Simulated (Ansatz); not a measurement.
A structure relaxed at PBE0-D4/def2-TZVP, charge 0, multiplicity 1:

```xyz
21

C    -1.706    1.725    1.856
S    -0.002    1.832    1.241
Ge    0.000    0.000    0.000
S    -0.465   -1.813    1.181
C     0.889   -1.691    2.384
S     2.037   -0.061   -0.863
C     1.862   -1.589   -1.827
S    -1.570    0.041   -1.559
C    -1.045    1.555   -2.413
H    -1.856    2.590    2.501
H    -2.419    1.759    1.032
H    -1.854    0.812    2.432
H     0.786   -2.545    3.052
H     1.856   -1.735    1.885
H     0.815   -0.769    2.960
H     2.819   -1.751   -2.323
H     1.077   -1.488   -2.576
H     1.643   -2.435   -1.177
H    -0.038    1.445   -2.814
H    -1.081    2.412   -1.741
H    -1.747    1.706   -3.232
```

Task: Give its formula and SMILES.

Result: C4H12GeS4, `C[S][Ge]([S]C)([S]C)[S]C`.

Task: Point group (tolerance 0.08 Å, 0.16 Å for H)?

Result: D2d.

Task: Summarise the bond lengths by kind.

Result: 4 × C–S 1.815 Å; 12 × C–H 1.090 Å; 4 × Ge–S 2.213 Å.

Computed with Ansatz.
